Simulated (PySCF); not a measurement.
An unknown is described by computed data only.

Formula: C4H7NO2Si.

* 1H NMR: chemical shifts (computed TMS as zero) by class: 4.51 (1 H), 4.34 (2 H), 4.23 (2 H), 2.58 (1 H), 1.29 (1 H) ppm [GIAO PBE0/pcSseg-1]
* UV, first state: lowest singlet excitation: 6.49 eV (191 nm, f = 0.001) [TDDFT B3LYP/def2-SVPD]
* UV, strongest line: among the 10 lowest singlet transitions: S8 at 7.42 eV (167 nm, f = 0.022) [TDDFT B3LYP/def2-SVPD]
* 13C NMR: chemical shifts (computed TMS as zero) by class: 127.8 (1 C), 67.5 (2 C), 32.9 (1 C) ppm [GIAO PBE0/pcSseg-1]
* Rotational structure: rotational constants A, B, C: 2.700, 1.393, 1.287 GHz [PBE0-D3(BJ)/def2-SVP]
* NMR, other nuclei: isotropic shieldings of nuclei other than C and H, by class: -92 (1 N), 284 (2 O), 414 (1 Si) ppm [GIAO PBE0/pcSseg-1]
* Triplet: lowest triplet excitation (Tamm–Dancoff): 5.71 eV [TDA B3LYP/def2-SVPD]

Electronic properties: PySCF, gas phase, density fitting. Levels stand in brackets. Isolated species at its PBE0-D3(BJ)/def2-SVP geometry (one conformer only). NMR classes are plain means over equivalent atoms (diastereotopic ones count apart unless rotation or inversion swaps them), as if these changed places fast.

Task: What is the compound? Reason from the data.

Result: Numbering: `[N:1]#[C:2][SiH:3]1[O:4][CH2:5][CH2:6][CH2:7][O:8]1`. Its formula, C4H7NO2Si, gives 3 degrees of unsaturation: 1 ring and 2 π bonds in the structure found. 4 carbons fall into 3 classes; from least to most shielded: cyano carbon [C2] (127.8 ppm), ring sp3 carbon bound to oxygen [C5/C7] (67.5 ppm, 2 C), ring CH2 carbon [C6] (32.9 ppm). Hydrogen classes from least to most shielded: 1 H on an oxygen-bound silicon, Si3 (4.51 ppm), 2 H on 2 like atoms (sp3 carbon bound to oxygen), C5/C7 (4.34 ppm), 2 H on 2 like atoms (sp3 carbon bound to oxygen), C5/C7 (4.23 ppm), 1 H on a ring CH2 carbon, C6 (2.58 ppm), 1 H on a ring CH2 carbon, C6 (1.29 ppm). The other shieldings belong to: -92 ppm, cyano nitrogen [N1]; 284 ppm, silyl ether oxygen [O4/O8]; 414 ppm, oxygen-bound silicon [Si3]. S1 is mainly HOMO−1→LUMO (weight 0.93); the largest Löwdin shares of the orbital it empties are 0.23 on a silyl ether oxygen, 0.21 on a silyl ether oxygen, 0.08 on an sp3 carbon bound to oxygen and 0.07 on an sp3 carbon bound to oxygen, of the orbital it fills 0.27 on the cyano carbon, 0.25 on the cyano nitrogen and 0.23 on the oxygen-bound silicon. The optimised geometry has point group Cs and is an asymmetric top. Structure: `N#C[SiH]1OCCCO1`. The assignments are read from this structure; whether some other isomer fits the data as well wasn't checked.
